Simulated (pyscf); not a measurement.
Hydrogen shift: H₃C–SiH: [singlet] → H₂C=SiH₂

Gas phase, singlet surface, charge 0. Bonds broken: C1–H3. Bonds formed: Si2–H3. Structures and frequencies: ωB97X-D3(BJ)/def2-SVP in PySCF. MP2 and CC: frozen core, UHF for open shells. ΔMP2 is the change of the MP2 total energy from the triple- to the quadruple-zeta basis.

Transition state (Å):

```xyz
6

C     -0.1305     0.1605    -0.6746
Si     0.1891    -0.2788     1.0311
H      0.0364     1.2524     0.7583
H     -1.0843     0.6552    -0.9060
H      0.4969     0.0123    -1.5687
H      1.6624    -0.6088     0.9717
```

One imaginary mode, 1127i cm⁻¹; descent along it reached the two sides named.

```csv
bond,change,reactant side (Å),saddle,product side
C1–H3,breaks,1.106,1.809,2.8
Si2–H3,forms,2.504,1.563,1.483
```

Electronic energies relative to the reactant's lowest minimum found (eV):

| level | barrier | reaction energy | reverse barrier |
|---|---|---|---|
| ωB97X-D3(BJ)/def2-TZVP | 1.68 | -0.07 | 1.75 |
| PBE/def2-TZVP | 1.32 | -0.15 | 1.47 |
| r²SCAN/def2-TZVP | 1.36 | -0.24 | 1.59 |
| B3LYP-D3(BJ)/def2-TZVP | 1.51 | -0.11 | 1.62 |
| PBE0-D3(BJ)/def2-TZVP | 1.52 | -0.08 | 1.61 |
| M06-2X/def2-TZVP | 1.69 | -0.01 | 1.70 |
| ωB97M-D3(BJ)/def2-TZVP | 1.66 | 0.00 | 1.66 |
| HF/def2-TZVP | 2.03 | +0.07 | 1.95 |
| MP2/def2-QZVPP | 1.69 | -0.21 | 1.89 |
| CCSD/def2-TZVPP | 1.71 | -0.03 | 1.74 |
| CCSD(T)/def2-TZVPP | 1.57 | -0.10 | 1.67 |
| CCSD(T)/def2-TZVPP + ΔMP2(QZVPP) | 1.56 | -0.12 | 1.68 |

With CCSD(T)/def2-TZVPP + ΔMP2(QZVPP) energies and thermal terms (ideal gas, 1 atm, RRHO with modes under 100 cm⁻¹ raised to 100, one conformer, R ln 2 for rigid chiral ones), in eV:

```csv
T (K),ΔH‡,ΔG‡,ΔH,ΔG
298,1.45,1.48,-0.17,-0.12
600,1.43,1.51,-0.16,-0.07
900,1.42,1.55,-0.16,-0.03
1200,1.40,1.60,-0.15,+0.02
```

This is the saddle that the search found; another between the same sides may lie lower. The CCSD(T) − MP2 part came from Ansatz, without density fitting, on the same reference. The largest closed-shell T1 diagnostic is 0.037, which may signal static correlation.
